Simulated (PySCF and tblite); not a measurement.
# Conformer ensemble of C₇H₃NOS, numbered as in [CH:1]#[C:2][c:3]1[cH:4][c:5]([OH:6])[s:7][c:8]1[C:9]#[N:10]

The ensemble was built from 60 distance-geometry starts (ETKDG and KDG, MMFF94s, GFN2-xTB) and rests on GFN2-xTB geometries. Free energies are PBE0-D3(BJ)/pcSseg-1 (IEF-PCM, cyclohexane) single points with GFN2-xTB rigid-rotor and vibrational terms (modes under about 100 cm⁻¹ blended into free rotors). Symmetry numbers and mirror images are counted. Conformers within 3 kcal/mol (GFN2-xTB free energy) were kept, 10 at most. GIAO shieldings: PBE0/pcSseg-1 (IEF-PCM, cyclohexane). Shifts are against TMS (¹H), TMS (¹³C), NH3 (¹⁵N) at the same level. Run with PySCF (density fitting) and tblite.

Torsions listed: S7–C5–O6–H6.

```tsv
conformer	shape	symmetry	E(GFN2) kcal/mol	E(DFT) kcal/mol	G(298.15 K) kcal/mol	weight %	dipole D
1	180°	Cs	0.63	0.00	0.00	79.9	6.75
2	0°	Cs	0.00	0.87	0.82	20.1	5.26
```

Weights (%) against temperature:

```csv
T (K),1,2,S(mix) cal/mol/K
200,89.0,11.0,0.69
250,84.0,16.0,0.87
298.15,79.9,20.1,1.00
350,76.2,23.8,1.09
400,73.3,26.7,1.15
```

Averaged shifts at 298.15 K. ¹H: 6.42 (H4, 1H), 3.39 (H1, 1H) ppm. ¹³C: 177.5 (C5), 137.3 (C3), 120.1 (C9), 114.2 (C4), 109.0 (C8), 97.2 (C1), 81.1 (C2) ppm. ¹⁵N: 323.2 (N10) ppm.

Coordinates of conformer 1 (Å):

```xyz
13

C    -2.242   -1.754   -0.943
C    -1.365   -1.030   -0.555
C    -0.326   -0.195   -0.106
C     1.050   -0.511   -0.216
C     1.849    0.467    0.296
O     3.192    0.517    0.368
S     0.959    1.810    0.931
C    -0.541    1.031    0.494
C    -1.771    1.630    0.752
N    -2.789    2.120    0.963
H    -3.014   -2.379   -1.279
H     1.413   -1.423   -0.656
H     3.582   -0.281   -0.010
```

Other tautomers (keto or thione forms) aren't considered and may dominate. H on N, O and S are left out: they exchange, and hydrogen bonds move them by several ppm. Unscaled ¹⁵N shifts at such levels can be off by tens of ppm; differences between conformers or isomers are more reliable. Shifts are unscaled: against experiment ¹³C can be off by 15 ppm or more and ¹H by 0.8 ppm.

Search and properties took 60 s on 1 thread of Arm Neoverse V2 (shared host) (rough), launched as `OMP_NUM_THREADS=1 python ens_run.py task.json out`.


¹⁵N shifts are against a computed isolated NH3 molecule, about 20 ppm from the liquid.